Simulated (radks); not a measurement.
Effect of the nuclear size on the aluminium ion Al+, [Ne] 3s2. All-electron calculation, Dirac Kohn-Sham, BLYP, spin-unpolarised, spherical densities, finite nucleus; Fermi nuclear charge, rms radius 3.061 fm. Program: a radial shooting solver on a logarithmic mesh with Libxc functionals. The rms radius is varied about that value; shifts are against it.

rms radius (fm)  total energy shift (eV)  density at nucleus (e/bohr^3)  1s1/2 shift (meV)
2.6937                         -0.000840                           1507             -0.348
2.8131                         -0.000579                           1506             -0.240
3.061                                  0                           1505              0.000
3.2049                          0.000358                           1504              0.148
3.6854                           0.00167                           1502              0.693

Slopes of the eigenvalues against <r^2> in GHz/fm^2, as finite differences over the two radii next to the reference (eigenvalue slopes, not the field-shift constants of lines): 1s1/2 39.8.
